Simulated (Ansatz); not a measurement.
Species: CH₅GeO, charge 0, doublet. CH5GeO (SMILES [CH3][GeH][OH], doublet).
B3LYP-D3(BJ)/def2-TZVP minimum from Ansatz (a quantum-chemistry and plane-wave program):
```xyz
8

Ge     0.3170    -0.2434     0.0617
C     -1.4234    -0.5527    -0.8444
O      0.3837     1.4803     0.5993
H      0.3967    -1.0076     1.4167
H     -2.2223    -0.2432    -0.1682
H     -1.4852     0.0233    -1.7666
H     -1.5351    -1.6109    -1.0789
H      0.1735     2.1002    -0.1070
```
Charge 0, spin multiplicity 2.

Total energies in cc-pVDZ, 19 correlated electrons, 16 frozen orbitals. Open shells are spin-unrestricted; no spin-orbit coupling. Correlated methods leave the cores frozen (noble-gas shells, and filled d and f shells in the p block). No relativity.

```json
[
 {"method": "HF", "program": "Ansatz", "energy (Eh)": "-2190.96869", "minus CCSDT(Q) (mEh)": "467.69"},
 {"method": "MP2", "program": "Ansatz", "energy (Eh)": "-2191.38810", "minus CCSDT(Q) (mEh)": "48.28"},
 {"method": "CCSD", "program": "Ansatz", "energy (Eh)": "-2191.42291", "minus CCSDT(Q) (mEh)": "13.47"},
 {"method": "CCSD(T)", "program": "Ansatz", "energy (Eh)": "-2191.43429", "minus CCSDT(Q) (mEh)": "2.09"},
 {"method": "CCSDT(Q)", "program": "Ansatz", "energy (Eh)": "-2191.43638", "minus CCSDT(Q) (mEh)": "0.00"}
]
```

Rough core times of Ansatz's runs on a shared machine: CCSD(T) under 20 s, CCSDT(Q) 30 min.
